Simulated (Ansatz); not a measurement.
Geometry optimisation, UKS PBE0-D4/STO-3G (Ansatz 0.2.0).

Input file:

```yaml
crystal:
  periodic: [false, false, false]
  atoms:
    - { symbol: C, position_ang: [-0.4198, 1.9112, 1.3163] }
    - { symbol: C, position_ang: [-0.1718, 0.665, 1.0987] }
    - { symbol: F, position_ang: [0.6223, 0.0743, 1.9807] }
    - { symbol: Si, position_ang: [-0.7138, -0.3558, -0.2898] }
    - { symbol: Si, position_ang: [0.9824, -1.4552, -1.3111] }
    - { symbol: H, position_ang: [-1.1238, 2.534, 0.6452] }
    - { symbol: H, position_ang: [-0.0253, 2.4807, 2.1646] }
    - { symbol: H, position_ang: [-1.4519, 0.5127, -1.2866] }
    - { symbol: H, position_ang: [-1.7808, -1.3354, 0.2597] }
    - { symbol: H, position_ang: [0.5034, -2.2652, -2.4181] }
    - { symbol: H, position_ang: [1.6648, -2.3597, -0.3229] }
    - { symbol: H, position_ang: [1.9912, -0.4617, -1.8027] }
magnetization:
  spin_polarized: true
basis:
  gaussian: { orbitals: STO-3G }
hamiltonian:
  xc: pbe0
  dispersion: d4
relax:
  f_tol: 0.02
  max_steps: 40
```

Run as:

```bash
$ ansatz run input.yaml --threads 1 --pin off --max-ram 2048MiB --backend cpu --events-out ev --progress --plain --runs-dir out
```

Task: Where does it end, and by what steps?

Result: The run converged. Limits of this set-up: minimal basis. After 7 steps the energy has fallen by 0.688 eV; H6 moved furthest, 0.33 Å.

| step | energy less start (eV) | largest force component (eV/Å) | accepted |
| --- | --- | --- | --- |
| 0 | 0.0000 | 6.101 | yes |
| 1 | -0.6260 | 0.868 | yes |
| 2 | -0.6338 | 0.813 | yes |
| 3 | -0.6715 | 0.458 | yes |
| 4 | -0.6800 | 0.187 | yes |
| 5 | -0.6871 | 0.122 | yes |
| 6 | -0.6883 | 0.022 | yes |
| 7 | -0.6884 | 0.006 | yes |

```xyz
12
Properties=species:S:1:pos:R:3
C -0.370 1.962 1.253
C -0.199 0.630 1.189
F 0.427 -0.021 2.222
Si -0.764 -0.426 -0.269
Si 0.968 -1.400 -1.317
H -0.860 2.506 0.445
H -0.031 2.548 2.110
H -1.494 0.448 -1.156
H -1.680 -1.428 0.229
H 0.501 -2.198 -2.425
H 1.692 -2.264 -0.417
H 1.886 -0.413 -1.830
```

The run took 32 s on 1 CPU thread of a shared host.
